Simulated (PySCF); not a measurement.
Pauling's electronegativity from computed bond energies: partners of F

PBE in PySCF with def2-TZVPPD on every atom, for the lowest determinant that a PBE0 search found; no spin–orbit coupling. De of F2 is 2.28 eV.

```
 B  De(B₂) (eV)  De(FB) (eV)
 H         4.54         6.17
Cl         2.85         3.12
Cu         2.11         4.36
```

Question: With Δ = De(FB) − [De(F₂) + De(B₂)]/2, give Δ and the electronegativity difference √(Δ/eV).

Answer: 

```
 B  Δ (eV)    √Δ
 H    2.76  1.66
Cl    0.56  0.74
Cu    2.17  1.47
```

The rule was made for single bonds and measured bond energies; here it is fed with computed well depths. With the arithmetic mean Δ turns negative when the two homonuclear bonds differ much, as for alkali hydrides.

Closed-shell solutions of metal pairs were not tested for spin polarisation, which can lower them a little.
